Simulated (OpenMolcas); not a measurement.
# Pt²⁺: from RASSCF to RASPT2

```json
{"Program": "OpenMolcas 26.06", "Basis": "ANO-RCC-VTZP [8s7p5d3f1g]", "Scalar Hamiltonian": "DKH2, point nucleus", "Active space": "8 electrons in 9 orbitals (RAS2 5d 6s; RAS3 6p, at most 2 electrons)", "State averaging": "2S+1 = 3 even, 90 roots; 2S+1 = 5 even, 15 roots kept (CI in the orbitals of an earlier block); 2S+1 = 1 even, 90 roots kept (CI in the orbitals of an earlier block, 68 in the spin-orbit step); 2S+1 = 3 odd, 87 roots (21 in the spin-orbit step); 2S+1 = 7 odd, 5 roots kept (CI in the orbitals of an earlier block, 0 in the spin-orbit step); 2S+1 = 5 odd, 30 roots kept (CI in the orbitals of an earlier block, 22 in the spin-orbit step); 2S+1 = 1 odd, 61 roots kept (CI in the orbitals of an earlier block, 0 in the spin-orbit step)", "Spin-orbit coupling": "state interaction with AMFI integrals over the reference wave functions, term energies averaged over their components"}
```

Methods on the same reference wave functions:
A. RASSCF
B. SS-RASPT2, IPEA 0.25 Eh, imaginary shift 0.1 Eh (closed shells correlated: 5s 5p)
C. MS-RASPT2, IPEA 0.25 Eh, imaginary shift 0.1 Eh (closed shells correlated: 5s 5p)

Energies in cm-1 above 5d8 3F4, the measured ground level; measured values from NIST levels as listed in McCann et al., Mon. Not. R. Astron. Soc. 538, 537 (2025).

```csv
Level,A,B,C,Measured
5d8 3F4,0.0,0.0,0.0,0.0
5d8 3F3,10365,10480,10520,9752
5d7 6s 5F5,15172,19900,19950,21837
5d8 3P0,18855,15430,15480,14939
5d8 3P1,19795,17090,17140,16782
5d7 6s 5F4 [74 %],21028,26080,25940,
5d8 1G4,25040,22010,22140,21331
5d7 6s 5F3,26009,30420,30460,
5d7 6s 5F2 [71 %],28482,32420,32450,
5d7 6s 5F1 [64 %],29453,33380,33420,
5d7 6s 3F4(1) [59 %],31745,34920,34770,
5d7 6s 5P3 [75 %],33401,35370,35410,
5d7 6s 5P2 [55 %],33704,34990,35130,
5d7 6s 5P1 [58 %],38167,39650,39690,
5d7 6s 3G5 [65 %],38319,41410,41450,
5d7 6s 3F3(1) [62 %],38541,41450,41500,
5d7 6s 3H6,45005,47450,47490,
5d7 6s 3G3,45985,48690,48740,
5d7 6s 3P0(2) [63 %],47894,52210,52250,
5d7 6s 3H5 [60 %],48188,50380,50430,
5d7 6s 3D3(1) [60 %],50289,52820,52870,
5d7 6s 3P1(1) [59 %],51851,53340,53380,
5d7 6s 3F2(2) [74 %],57988,57160,57170,
5d7 6s 1H5 [64 %],58766,60600,60650,
```

Deviations, from unrounded energies. A percentage is the sum of absolute deviations over the sum of measured energies, with the sign that they share, or ± where signs differ.

| Against measurement | Levels | A | B | C |
| --- | --- | --- | --- | --- |
| mean absolute deviation (cm-1) | 5 | 3600 | 830 | 870 |
| fine structure of the ground term (%) | 1 | +6.3 | +7.4 | +7.9 |
| other terms of the ground configuration (%) | 3 | +20.1 | +2.8 | +3.2 |
| other configurations (%) | 1 | -30.5 | -8.9 | -8.6 |

B, C lie about equally close to measurement and A furthest from it. The largest miss of B in the table is 5d7 6s 5F5, by -1900 cm-1. The ranking rests on the paired levels alone, and a cruder setting can come out closer through cancelling errors.

Between B and C the level of the table that moves most is 5d7 6s 5P2 [55 %], by 140 cm-1 (lowest in B, highest in C). Moves below CASPT2's spread within the term are not significant.

The mean deviations of B to C differ by less than CASPT2's widest spread within a term (1400 cm-1), so their order carries little weight.

From A to B the spin-free energies of the other terms of 5d8 shown, above 3F, scale by factors of 0.71 to 0.82, as is usual when dynamic correlation screens the repulsion within a d or f shell.

The lowest spin-free term lies below A's lowest term by 0.447 hartree in B, 0.447 hartree in C.

CASPT2 does not keep the components of a term degenerate, so their means are used; among the terms shown or strongly mixed into the levels shown the widest spread is 1400 cm-1 (5d8 1G, C). Some high roots are left out of the spin-orbit mixing, which shifts the levels that they would mix with. Terms from blocks run as CI alone lack orbitals of their own. A single d shell beside an s shell can misplace configurations of different d count against each other. Without dynamic correlation excited terms often stand tens of per cent too high (terms of higher spin than the ground term too low), and those without a measured partner can miss by more than the paired ones (holds for A). Blocks of more than 70 roots (2S+1 = 3 even) ran without multistate coupling (holds for C). Computed and measured levels are paired by configuration, term and J; levels that our copy of the source lacks, or whose pairing is in doubt (as where it misses far off the trend of its configuration), stay unpaired and out of the deviations. Only configurations of the active space appear. Levels that lie high or do not pair safely by name in every column are left out.

A share in square brackets marks a mixed level and gives the weight of the term that names it, the lowest over the columns. A number in round brackets counts repeated terms of one configuration in the order of the reference energies.
